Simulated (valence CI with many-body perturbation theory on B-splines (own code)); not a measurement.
## Sb30+: magnetic and hyperfine properties of the levels

Calculated by valence CI with perturbative core correlation (CI+MBPT): three valence electrons over a frozen Dirac-Fock core [Ar], a basis of 7 s, 7 p, 8 d, 6 f, 4 g, 1 h functions for each j, with the one-electron correlation potential Σ1 (screened to all orders), the two-electron term Σ2, the three-electron term Σ3, Breit, model QED; selected single and double excitations, second order for the rest, scaled by the run's own slope (own B-spline code, finite nucleus).

The last digits are not significant, and no measured levels were compared; by estimate large intervals hold to a few tenths of a per cent, small ones and those within an open d or f shell to about a per cent. Only levels of the ground parity were solved; by the run's estimate the other parity begins above the list, which can be wrong where configurations are misplaced.

A/g_I is the dipole constant over the nuclear g factor μ/I (μ in nuclear magnetons, uniformly magnetised nucleus), B/Q the quadrupole constant per barn. Both hold the static response of the core; the bare values leave it out. Large factors of s and p1/2 electrons are usually good to 5 to 10 %; those of open d and f shells near neutrality can be off by tens of per cent, and small factors of p3/2, d and f electrons come from cancelling terms and can be off by a factor of two or in sign, in half-filled shells by more. B is blank for J = 1/2, where it vanishes, and for nearly pure S terms. Energies count from the lowest level.

Levels are named by their leading jj configuration (3d3/2^4 stands for four electrons in 3d with j = 3/2), which in mixed levels can hold well under half, so a name can repeat and another be missing. Letters in brackets count levels of one name in rising energy.

```tsv
Level	E (eV)	g	A/g_I (MHz)	A/g_I bare	B/Q (MHz/b)	B/Q bare
(3d3/2^3) J=3/2	0.000	0.548	26600	26200	-10600	-10800
(3d3/2^2 3d5/2) J=5/2	7.689	1.038	15000	15100	-6630	-6770
(3d3/2^2 3d5/2) J=7/2	12.174	1.142	14300	14400	-1680	-1720
(3d3/2^2 3d5/2) J=3/2	13.085	1.314	12100	12400	-7210	-7360
(3d3/2^2 3d5/2) J=9/2	14.043	1.139	15600	15700	8410	8570
(3d3/2^2 3d5/2) J=1/2	15.383	2.003	-12500	-11400		
(3d3/2 3d5/2^2) J=7/2 [a]	22.138	0.994	14800	14900	5260	5370
(3d3/2 3d5/2^2) J=5/2 [a]	23.238	1.510	5160	5670	14900	15200
(3d3/2 3d5/2^2) J=9/2	23.397	1.108	13400	13500	10700	10900
(3d3/2 3d5/2^2) J=3/2 [a]	26.627	1.165	14000	14200	-15300	-15600
(3d3/2 3d5/2^2) J=1/2	28.098	1.324	-2760	-2350		
(3d3/2 3d5/2^2) J=11/2	29.627	1.086	14500	14600	32900	33600
(3d3/2 3d5/2^2) J=5/2 [b]	31.826	1.197	12400	12600	-1540	-1580
(3d3/2 3d5/2^2) J=5/2 [c]	34.575	0.966	12200	12300	18600	19000
(3d3/2 3d5/2^2) J=7/2 [b]	35.933	1.121	14500	14600	7800	7970
(3d5/2^3) J=9/2	36.360	1.093	11500	11600	8380	8560
(3d5/2^3) J=3/2	39.077	1.193	13300	13500	4450	4530
(3d3/2 3d5/2^2) J=3/2 [b]	51.060	0.822	21500	21300	17500	17800
(3d5/2^3) J=5/2	53.063	1.153	11200	11300	9120	9310
```

(1) Take the isotope of mass number 121, with I = 5/2, μ = 3.358 μN and Q = -0.543 b. What is the hyperfine structure of (3d3/2^3) J=3/2?

Results:

(1) From the table A = 35700 MHz, B = 5740 MHz. Shifts from the centre of gravity in MHz: F = 1: -183000, F = 2: -117000, F = 3: -12100, F = 4: 135000.
